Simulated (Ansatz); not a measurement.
One change: `[NH2][Nb]([NH2])(=[O])[F]` becomes `[NH2][Ta]([NH2])(=[O])[F]`.

Ansatz, PBE0-D4/def2-TZVP geometries, multiplicity 1. Each molecule was computed in one conformer, which needn't be the lowest.

Elements past krypton have def2 core potentials.

| property | `[NH2][Nb]([NH2])(=[O])[F]` |
| --- | --- |
| HOMO energy (PBE/def2-TZVPP) / eV | -6.41 |
| LUMO energy (PBE/def2-TZVPP) / eV | -1.82 |
| HOMO energy (B3LYP/def2-TZVPP) / eV | -7.59 |
| HOMO energy (PBE0/def2-TZVPP) / eV | -7.82 |
| HOMO–LUMO gap (ωB97M-V/def2-TZVPP) / eV | 10.81 |
| size of the dipole moment (PBE/def2-TZVPP) / D | 3.82 |

Q: Give the same properties after the change, and the shifts. (Best estimate.)

A: The calculation gave: 
| property | `[NH2][Ta]([NH2])(=[O])[F]` | shift |
| --- | --- | --- |
| HOMO energy (PBE/def2-TZVPP) / eV | -6.45 | -0.04 |
| LUMO energy (PBE/def2-TZVPP) / eV | -1.28 | 0.54 |
| HOMO energy (B3LYP/def2-TZVPP) / eV | -7.64 | -0.05 |
| HOMO energy (PBE0/def2-TZVPP) / eV | -7.88 | -0.06 |
| HOMO–LUMO gap (ωB97M-V/def2-TZVPP) / eV | 11.14 | 0.33 |
| size of the dipole moment (PBE/def2-TZVPP) / D | 4.06 | 0.24 |

With PBE0 the HOMO falls by 0.06 eV and the LUMO rises by 0.58 eV, so the gap widens by about 0.64 eV. PBE moves the HOMO by -0.04 eV and ωB97M-V by -0.08 eV. Dipoles are sizes alone; their direction can turn.

B3LYP here is the variant with VWN-RPA as its local correlation; programs differ in this.
